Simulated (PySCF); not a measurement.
**Electron correlation in Ga (gallium, neutral)**

Starting occupation: [Ar] 3d10 4s2 4p1, 4p3/2 with m_j = +3/2. All numbers are calculated (PySCF 2.14, X2C-1e with screened-nucleus spin-orbit coupling, Gaussian nucleus, in x2c-SVPall-2c). Frozen: [Ne]; 21 electrons correlated; the 6 highest virtual spinors left out.

MP2 pair energies summed by pair of shells (mhartree):

```json
{"pair": "3d3/2-3d5/2", "energy": "-74.54", "share (%)": "23.8"}
{"pair": "3d5/2-3d5/2", "energy": "-49.49", "share (%)": "15.8"}
{"pair": "3d5/2-3p3/2", "energy": "-34.38", "share (%)": "11.0"}
{"pair": "3d3/2-3p3/2", "energy": "-24.36", "share (%)": "7.8"}
{"pair": "3d3/2-3d3/2", "energy": "-19.74", "share (%)": "6.3"}
{"pair": "3d5/2-3p1/2", "energy": "-19.00", "share (%)": "6.1"}
{"pair": "4s1/2-4s1/2", "energy": "-18.27", "share (%)": "5.8"}
{"pair": "3p1/2-3p3/2", "energy": "-12.84", "share (%)": "4.1"}
{"pair": "4p3/2-4s1/2", "energy": "-12.76", "share (%)": "4.1"}
{"pair": "3p3/2-3p3/2", "energy": "-11.21", "share (%)": "3.6"}
{"pair": "3d3/2-3p1/2", "energy": "-10.74", "share (%)": "3.4"}
{"pair": "3d5/2-4s1/2", "energy": "-4.97", "share (%)": "1.6"}
{"pair": "3d5/2-3s1/2", "energy": "-3.83", "share (%)": "1.2"}
{"pair": "3d3/2-4s1/2", "energy": "-3.23", "share (%)": "1.0"}
{"pair": "3d3/2-3s1/2", "energy": "-2.55", "share (%)": "0.8"}
{"pair": "3p1/2-3p1/2", "energy": "-2.46", "share (%)": "0.8"}
{"pair": "3d5/2-4p3/2", "energy": "-2.18", "share (%)": "0.7"}
{"pair": "3p3/2-3s1/2", "energy": "-1.90", "share (%)": "0.6"}
{"pair": "3d3/2-4p3/2", "energy": "-1.31", "share (%)": "0.4"}
{"pair": "3p1/2-3s1/2", "energy": "-0.96", "share (%)": "0.3"}
{"pair": "3s1/2-3s1/2", "energy": "-0.84", "share (%)": "0.3"}
{"pair": "3p3/2-4s1/2", "energy": "-0.81", "share (%)": "0.3"}
{"pair": "3p1/2-4s1/2", "energy": "-0.38", "share (%)": "0.1"}
{"pair": "3p3/2-4p3/2", "energy": "-0.30", "share (%)": "0.1"}
{"pair": "3s1/2-4s1/2", "energy": "-0.26", "share (%)": "0.1"}
{"pair": "3p1/2-4p3/2", "energy": "-0.18", "share (%)": "0.1"}
{"pair": "3s1/2-4p3/2", "energy": "-0.04", "share (%)": "0.0"}
```

Total MP2 correlation energy: -313.54 mhartree.

This basis was not built for core-valence correlation, so the inner-shell part is incomplete.
